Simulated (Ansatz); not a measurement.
CH$_{7}$AlClNSi. The species carries charge 0 and has multiplicity 1. The bonds changed during the relaxation, so this is another structure than the one it started from. The structure was optimised at the PBE0-D4/def2-TZVP level. It is one conformer, not always the lowest.

```xyz
12

N    -0.571   -0.282   -2.349
Si   -0.875   -0.263   -0.664
C     0.327    0.638    0.447
Al    0.688    0.111    2.310
Cl    2.025   -0.126    0.294
H     0.083   -0.938   -2.744
H    -0.640    0.552   -2.909
H    -2.168    0.434   -0.423
H    -0.914   -1.676   -0.215
H     0.474    1.692    0.211
H     0.202   -1.318    2.782
H     1.369    1.176    3.261
```

Task: What is the dipole moment at ωB97M-V/def2-TZVPP? (Estimate.)

Result: The calculation gave: 2.24 D, with components (-0.01, 1.08, -1.96) D in this frame, pointing from negative to positive charge.

Task: And with PBE, r2SCAN, B3LYP? (An estimate is asked.)

Result: The calculation gave: PBE 2.34 D, r2SCAN 2.34 D, B3LYP 2.23 D.

Task: Give the Mulliken charges with ωB97M-V, PBE, r2SCAN in def2-TZVPP. (Best estimate.)

Result: The calculation gave: 
```tsv
atom	ωB97M-V	PBE	r2SCAN
N1	-0.37	-0.39	-0.45
Si2	0.32	0.28	0.40
C3	-0.33	-0.18	-0.22
Al4	0.37	0.33	0.47
Cl5	-0.08	-0.09	-0.13
H6	0.12	0.15	0.16
H7	0.11	0.15	0.15
H8	-0.04	-0.07	-0.09
H9	-0.02	-0.05	-0.06
H10	0.16	0.13	0.10
H11	-0.12	-0.13	-0.16
H12	-0.12	-0.13	-0.17
```

B3LYP here is the variant with VWN-RPA as its local correlation; programs differ in this.

Computed with Ansatz.
